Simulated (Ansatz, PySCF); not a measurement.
CH5ClF2Si2, SMILES F[Si](F)([SiH2]Cl)C. Atoms are numbered in the order given.

```xyz
11

C     -2.2010    -0.5426     0.0246
Si    -0.8580     0.7266     0.1755
F     -0.6710     1.1359     1.7381
F     -1.2842     2.0925    -0.5999
Si     1.2195     0.0059    -0.6299
Cl     1.4547    -1.9136     0.1753
H     -1.8697    -1.4895     0.4792
H     -3.1185    -0.2073     0.5341
H     -2.4380    -0.7330    -1.0343
H      2.3532     0.8601    -0.1855
H      1.2337    -0.1042    -2.1148
```
Charge 0, spin multiplicity 1.

The structure is a stationary point at B3LYP-D3(BJ)/def2-SVP. This is a generated structure with no PubChem entry under its InChIKey; it may be hypothetical. Other conformers were not sampled.

Two levels are set side by side: PBE-D3(BJ)/def2-SVP (Ansatz, a first-principles code) and B3LYP-D3(BJ)/def2-SVP (Ansatz). Each level has its own optimised geometry; the coordinates shown are those of the second. Frequencies come from the Hessian of PySCF at each geometry. Differences are taken from unrounded values.

```json
[
 {"quantity": "mean bond length (Å)", "B3LYP-D3(BJ)": "1.583", "PBE-D3(BJ)": "1.592", "PBE-D3(BJ) minus B3LYP-D3(BJ)": "0.009"},
 {"quantity": "bond C1–Si2 (Å)", "B3LYP-D3(BJ)": "1.854", "PBE-D3(BJ)": "1.860", "PBE-D3(BJ) minus B3LYP-D3(BJ)": "0.006"},
 {"quantity": "bond Si2–F3 (Å)", "B3LYP-D3(BJ)": "1.626", "PBE-D3(BJ)": "1.638", "PBE-D3(BJ) minus B3LYP-D3(BJ)": "0.012"},
 {"quantity": "bond Si2–F4 (Å)", "B3LYP-D3(BJ)": "1.627", "PBE-D3(BJ)": "1.639", "PBE-D3(BJ) minus B3LYP-D3(BJ)": "0.012"},
 {"quantity": "bond Si2–Si5 (Å)", "B3LYP-D3(BJ)": "2.342", "PBE-D3(BJ)": "2.349", "PBE-D3(BJ) minus B3LYP-D3(BJ)": "0.007"},
 {"quantity": "bond Si5–Cl6 (Å)", "B3LYP-D3(BJ)": "2.095", "PBE-D3(BJ)": "2.098", "PBE-D3(BJ) minus B3LYP-D3(BJ)": "0.003"},
 {"quantity": "bond C1–H7 (Å)", "B3LYP-D3(BJ)": "1.101", "PBE-D3(BJ)": "1.109", "PBE-D3(BJ) minus B3LYP-D3(BJ)": "0.007"},
 {"quantity": "bond C1–H8 (Å)", "B3LYP-D3(BJ)": "1.102", "PBE-D3(BJ)": "1.109", "PBE-D3(BJ) minus B3LYP-D3(BJ)": "0.007"},
 {"quantity": "bond C1–H9 (Å)", "B3LYP-D3(BJ)": "1.102", "PBE-D3(BJ)": "1.109", "PBE-D3(BJ) minus B3LYP-D3(BJ)": "0.007"},
 {"quantity": "bond Si5–H10 (Å)", "B3LYP-D3(BJ)": "1.487", "PBE-D3(BJ)": "1.502", "PBE-D3(BJ) minus B3LYP-D3(BJ)": "0.014"},
 {"quantity": "bond Si5–H11 (Å)", "B3LYP-D3(BJ)": "1.489", "PBE-D3(BJ)": "1.503", "PBE-D3(BJ) minus B3LYP-D3(BJ)": "0.014"},
 {"quantity": "highest harmonic wavenumber (cm⁻¹)", "B3LYP-D3(BJ)": "3135", "PBE-D3(BJ)": "3088", "PBE-D3(BJ) minus B3LYP-D3(BJ)": "-47"},
 {"quantity": "mean harmonic wavenumber (cm⁻¹)", "B3LYP-D3(BJ)": "1010", "PBE-D3(BJ)": "981", "PBE-D3(BJ) minus B3LYP-D3(BJ)": "-28"},
 {"quantity": "zero-point energy (kcal/mol)", "B3LYP-D3(BJ)": "38.97", "PBE-D3(BJ)": "37.88", "PBE-D3(BJ) minus B3LYP-D3(BJ)": "-1.09"}
]
```

Exact exchange shortens and stiffens bonds; PBE has none. Differences between two approximate levels are no errors against the true value.
